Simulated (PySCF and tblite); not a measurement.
The numbers below are computed, except where a source is named.
5 regioisomers of C₈H₄N₂:

```
isomer                                                              SMILES
     A  [CH2:1]=[C:2]1[CH:3]=[C:4]([C:5]#[N:6])[C:7]([C:8]#[N:9])=[CH:10]1
     B    [CH2:1]=[C:2]1[C:3]([C:4]#[N:5])=[CH:6][CH:7]=[C:8]1[C:9]#[N:10]
     C    [CH2:1]=[C:2]1[CH:3]=[C:4]([C:5]#[N:6])[CH:7]=[C:8]1[C:9]#[N:10]
     D    [CH2:1]=[C:2]1[CH:3]=[CH:4][C:5]([C:6]#[N:7])=[C:8]1[C:9]#[N:10]
     E    [N:1]#[C:2]/[CH:3]=[C:4]1\[CH:5]=[CH:6][CH:7]=[C:8]1[C:9]#[N:10]
```

Each isomer is a Boltzmann average at 298.15 K over at most 3 conformers: GFN2-xTB geometries, energies B3LYP/def2-SVP (IEF-PCM, methanol) (D3(BJ) added where defined), GIAO shieldings WP04/pcSseg-1 (IEF-PCM, methanol), GFN2-xTB thermal terms. Programs: PySCF with density fitting and tblite.

(1) What shifts does each isomer give (ppm; of two unlike H on one atom, a is the less shielded)?

Shifts are unscaled: against experiment ¹³C can be off by 15 ppm or more and ¹H by 0.8 ppm.

## Answers

(1) 
A: ¹H (against TMS): 7.41 (H3/H10, 2H), 7.30 (H1, 2H). ¹³C (against TMS): 158.4 (C1), 154.3 (C2), 150.8 (C3/C10), 120.1 (C5/C8), 118.2 (C4/C7).

B: ¹H (against TMS): 7.60 (H6/H7, 2H), 7.21 (H1, 2H). ¹³C (against TMS): 156.8 (C2), 156.1 (C6/C7), 146.7 (C1), 120.4 (C4/C9), 114.9 (C3/C8).

C: ¹H (against TMS): 7.54 (H7, 1H), 7.52 (H3, 1H), 7.30 (H1a, 1H), 7.27 (H1b, 1H). ¹³C (against TMS): 157.4 (C7), 155.3 (C2), 154.0 (C3), 153.0 (C1), 120.8 (C5), 120.3 (C9), 119.0 (C4), 110.4 (C8).

D: ¹H (against TMS): 7.30 (H1a, 1H), 7.27 (H1b, 1H), 6.99 (H3, 1H), 6.91 (H4, 1H). ¹³C (against TMS): 156.8 (C2), 152.9 (C1), 141.0 (C4), 139.6 (C3), 133.3 (C5), 120.8 (C8), 120.0 (C6), 119.4 (C9).

E: ¹H (against TMS): 7.60 (H7, 1H), 6.93 (H6, 1H), 6.89 (H5, 1H), 6.35 (H3, 1H). ¹³C (against TMS): 171.9 (C4), 164.7 (C7), 145.9 (C6), 136.1 (C5), 122.0 (C2), 120.4 (C9), 113.6 (C3), 108.9 (C8).
